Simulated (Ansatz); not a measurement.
`C=[C](N)[GaH][F]` + H₂ → `C=[CH][GaH][F]` + NH₃ at 400 K and 1 bar (hydrogenolysis of a C–N bond).

Program: Ansatz. Geometries: PBE0-D4/def2-TZVP. ΔE: electronic, gas phase. CCSD(T)/CBS is the MP2 limit (def2-TZVPP, def2-QZVPP) plus CCSD(T) − MP2 in def2-TZVPP, frozen cores. This one scheme is used for every species. For Ga outer-core shells are correlated without core-valence functions, which leaves a few kJ/mol of doubt a bond. Scalar relativity is left out up to krypton. One conformer a species, not always the lowest.

```
           species  CCSD(T)/CBS energy (Eh)  H − E (kJ/mol)  S (J/(mol·K))
`C=[C](N)[GaH][F]`              -2157.56648           211.3          385.1
                H₂                 -1.17544            38.0          139.0
  `C=[CH][GaH][F]`              -2102.25716           160.3          350.7
               NH₃                -56.50880           104.2          203.1
```

H − E and S are ideal-gas, rigid-rotor, harmonic terms from PBE0-D4/def2-TZVP, for one conformer and one mirror image of each species. For small species the MP2-based limit differs from directly extrapolated CCSD(T) by up to some mEh (0.8 for H₂); such offsets cancel only in part. 1 Eh = 2625.50 kJ/mol, R = 8.31446 J/(mol·K).

Problem. By hand: ΔE, ΔH, ΔS and ΔG.

Solution. ΔE = (-2102.25716) + (-56.50880) − (-2157.56648) − (-1.17544) = -0.02404 Eh = -63.1 kJ/mol. Δ(H − E) = 160.3 + 104.2 − 211.3 − 38.0 = 15.2, so ΔH = -47.9 kJ/mol. ΔS = 350.7 + 203.1 − 385.1 − 139.0 = 29.7 J/(mol·K). ΔG = -47.9 − 400 × (29.7)/1000 = -59.8 kJ/mol.

Problem. By hand: the equilibrium constant, and the temperature at which ΔG would vanish if ΔH and ΔS stayed fixed.

Solution. log₁₀ K = −ΔG/(RT ln 10) = 7.8. ΔH and −TΔS have one sign here, so there is no such temperature.

ΔH outweighs TΔS. A doubt of 5 kJ/mol in ΔE shifts log₁₀ K by 0.7 here. Other conformers and mirror images would add mixing entropy, several J/(mol·K) or more a flexible species. These are equilibria of isolated gas molecules and say nothing of rates. Largest T1 diagnostic: 0.014 (customary marks: 0.02 for closed shells, 0.045 for open ones).
